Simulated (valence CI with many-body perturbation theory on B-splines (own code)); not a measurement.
# P XI: magnetic and hyperfine properties of the levels

Computed by valence CI with perturbative core correlation (CI+MBPT): three valence electrons over a frozen Dirac-Fock core [He], a basis of 11 s, 11 p, 10 d, 8 f, 5 g, 2 h functions for each j, with the one-electron correlation potential Σ1, the two-electron term Σ2, the three-electron term Σ3, Breit, model QED; selected CI, second order for the rest, scaled by the run's own slope (own B-spline code, finite nucleus).

No measured levels were compared; by estimate levels of excited configurations hold to 0.05 to 0.15 % of their energy, terms of the ground configuration to about 0.5 %.

A/g_I is the dipole constant over the nuclear g factor μ/I (μ in nuclear magnetons, uniformly magnetised nucleus), B/Q the quadrupole constant per barn. Both hold the static response of the core; the bare values leave it out. Large factors of s and p1/2 electrons are usually good to 5 to 10 %; those of open d and f shells near neutrality can be off by tens of per cent, and small factors of p3/2, d and f electrons come from cancelling terms and can be off by a factor of two or in sign, in half-filled shells by more. B is blank for J = 1/2, where it vanishes, and for nearly pure S terms. Energies count from the lowest level.

Names give the largest LS component (configuration and term), which can be under half, so a name can repeat, a term be missing and a line seem to break the LS rules; names also repeat where a configuration has a term twice. Letters in brackets count levels of one name in rising energy.

```
               Level  E (cm⁻¹)      g  A/g_I (MHz)  A/g_I bare  B/Q (MHz/b)  B/Q bare
      2s2.2p 2P°_1/2         0  0.664        23800       23100                       
      2s2.2p 2P°_3/2      9700  1.333         4600        5070         8260      8330
       2s.2p2 4P_1/2    177020  2.668        40200       40100                       
       2s.2p2 4P_3/2    180510  1.734        18900       18900         6720      6780
       2s.2p2 4P_5/2    185460  1.600        19800       19800        -8440     -8520
       2s.2p2 2D_3/2    316920  0.799        -5480       -4740        11700     11800
       2s.2p2 2D_5/2    317020  1.200        22800       22100        16700     16900
       2s.2p2 2S_1/2    403590  1.930        75700       72200                       
       2s.2p2 2P_1/2    427140  0.737        16800       15500                       
       2s.2p2 2P_3/2    432380  1.332        -3330       -2080        -8520     -8580
         2p3 4S°_3/2    558880  2.000        -2420       -30.2                       
         2p3 2D°_3/2    632090  0.803         5680        5280         1840      1850
         2p3 2D°_5/2    632280  1.199         7730        8180         -156      -157
         2p3 2P°_1/2    709900  0.664        24000       23000                       
         2p3 2P°_3/2    710970  1.330         3730        4520        -1570     -1580
       2s2.3s 2S_1/2   2174000  2.002        21900       21100                       
      2s2.3p 2P°_1/2   2262500  0.665         5510        5370                       
      2s2.3p 2P°_3/2   2265200  1.334         2380        2470         2460      2480
       2s2.3d 2D_3/2   2347600  0.799          753         747          384       398
       2s2.3d 2D_5/2   2348300  1.200          230         235          543       563
    2s.2p.3s 4P°_1/2   2359900  2.666        49400       47900                       
    2s.2p.3s 4P°_3/2   2363000  1.732        31000       30200        -7000     -7070
    2s.2p.3s 4P°_5/2   2369000  1.600        23500       23000         8770      8850
2s.2p.3s 2P°_1/2 [a]   2402500  0.667         5900        6050                       
2s.2p.3s 2P°_3/2 [a]   2409000  1.334        21900       21600         8510      8580
     2s.2p.3p 4D_1/2   2438700  0.316        -8010       -7590                       
     2s.2p.3p 4D_3/2   2441600  1.261        21500       21000        -3560     -3590
 2s.2p.3p 2P_1/2 [a]   2444400  0.353       -19000      -18400                       
 2s.2p.3p 2P_3/2 [a]   2445700  1.284        14600       14300        -2720     -2740
     2s.2p.3p 4D_5/2   2446900  1.372        14800       14600         3090      3110
     2s.2p.3p 4D_7/2   2452200  1.429        14300       14100        11100     11200
     2s.2p.3p 4S_3/2   2463200  1.975        26500       26000                       
     2s.2p.3p 4P_1/2   2473400  2.663        45100       44200                       
     2s.2p.3p 4P_3/2   2476400  1.739        21800       21400         4780      4820
     2s.2p.3p 4P_5/2   2479000  1.591        19300       19000        -4310     -4350
 2s.2p.3p 2D_3/2 [a]   2484900  0.806         1360        1380         8300      8370
 2s.2p.3p 2D_5/2 [a]   2491100  1.208        12500       12400        10700     10800
    2s.2p.3d 4F°_3/2   2512800  0.406        -9210       -8860         3540      3580
    2s.2p.3d 4F°_5/2   2514600  1.033         5250        5180         2680      2710
 2s.2p.3p 2S_1/2 [a]   2515300  1.998        32800       32900
```

Q: Take the isotope of mass number 31, with I = 1/2, μ = 1.13093 μN. What is the hyperfine structure of 2s.2p2 4P_3/2?

A: From the table A = 42600 MHz. Shifts from the centre of gravity in MHz: F = 1: -53200, F = 2: 32000.
